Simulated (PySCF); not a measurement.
FeF3, SMILES [F][Fe]([F])[F] (connectivity only; charge and spin as stated), neutral, multiplicity 6. Atoms are numbered in the order given.

```xyz
4

Fe     0.0000     0.0000     0.0000
F      1.7481     0.0000     0.0000
F     -0.8741    -1.5139     0.0000
F     -0.8741     1.5139     0.0000
```
Charge 0, spin multiplicity 6.

Geometry optimised at PBE0-D3(BJ)/def2-SVP. The multiplicity is an assumed one; other spin states were not compared. The isomer is the one that the SMILES or the coordinates give; other isomers of the formula were not compared.

Method: PBE0/def2-TZVPD run with PySCF.

Mulliken values depend strongly on the basis, most of all with diffuse functions as here. ESP charges are fitted to the potential on shells at 1.4 to 2.0 van der Waals radii. Atomic charges (e):

```json
[
 {"atom": "Fe1", "Mulliken": "1.96", "ESP fit": "___", "Mulliken spin": "4.35"},
 {"atom": "F2", "Mulliken": "-0.65", "ESP fit": "___", "Mulliken spin": "0.22"},
 {"atom": "F3", "Mulliken": "-0.65", "ESP fit": "___", "Mulliken spin": "0.22"},
 {"atom": "F4", "Mulliken": "-0.65", "ESP fit": "___", "Mulliken spin": "0.22"}
]
```

Task: What belongs in the gaps? (The exact figures need the calculation; the answer reports its results.)

Result: 
- Fe1, ESP fit: 1.28
- F2, ESP fit: -0.43
- F3, ESP fit: -0.43
- F4, ESP fit: -0.43
